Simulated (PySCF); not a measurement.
## How the method changes the constants of NaSr

State: ²Σ⁺ (doublet), unpaired electrons σ ↑. Set-up: Na def2-SVP, Sr def2-SVP with ECP28; scalar-relativistic core potentials (PySCF 2.14). De refers to Na + Sr in their ground configurations, without counterpoise correction. The functionals are run spin-unrestricted. A positive dipole means Na(−)Sr(+). Levels whose curve was spin-contaminated or gave no clean fit are not listed.

```csv
Level,Re (Å),ωe (cm⁻¹),De (eV),μ (D)
ROHF-MP2,4.215,43.7,0.090,n/a
ROHF-SCS-MP2,4.225,42.3,0.079,n/a
ROHF-CCSD,4.008,67.0,0.139,n/a
ROHF-CCSD(T),3.974,71.5,0.158,n/a
LDA,3.769,95.7,0.357,-0.15
PBE,3.865,91.8,0.306,-0.11
r²SCAN,3.921,91.2,0.340,-0.64
PBE0,3.898,89.8,0.272,-0.40
M06,3.938,77.9,0.164,-0.39
HSE06,3.899,88.9,0.272,-0.34
B2PLYP,3.985,72.3,0.136,-0.07
```

The bond length runs from 3.769 Å (LDA) to 4.225 Å (ROHF-SCS-MP2). De spans 0.08 eV (ROHF-SCS-MP2, perturbation theory) to 0.36 eV (LDA, local density).

Correlated steps freeze 1 core orbital. The bond is weak. Basis-set superposition, not corrected here, can be much of De in a small basis, most of all at correlated wavefunction levels. Functionals without a dispersion term scatter widely for such bonds, and LDA overbinds them. Spin–orbit coupling is left out. B2PLYP dipoles, levels and charges come from its SCF part alone. The state is the lowest determinant that a PBE0 search found; another state may lie lower at other levels.
